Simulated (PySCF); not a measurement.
Computed shifts of a molecule C₃H₆N₂Si, PySCF with HF/pcSseg-1, GIAO, gas phase, atoms alike by connectivity averaged where their shifts nearly agree, in ppm (number of nuclei): ¹⁵N: 402.4 (1), 325.7 (1). ¹³C: 176.8 (1), 129.1 (1), 30.5 (1). ²⁹Si: -42.9 (1). ¹H: 8.29 (1), 4.72 (3), 3.47 (1), 3.29 (1). References: ¹⁵N against NH3 (σ = 267.3 ppm); ¹³C against TMS (σ = 192.6 ppm); ²⁹Si against TMS (σ = 393.8 ppm); ¹H against TMS (σ = 31.99 ppm), references at their B3LYP-D3(BJ)/def2-TZVP geometries, non-relativistic. Coordinates come from a TPSSh-D3(BJ)/def2-SVP optimisation. The values are those of a single conformer.

### Question
Identify the compound among the candidates.
(A) N#CC/C=N/[SiH3]
(B) [SiH3]C1=NC=NC1
(C) C[SiH2]/C=N/C#N
(D) CC1=NC=N[SiH2]1

### Answer
A, N#CC/C=N/[SiH3]
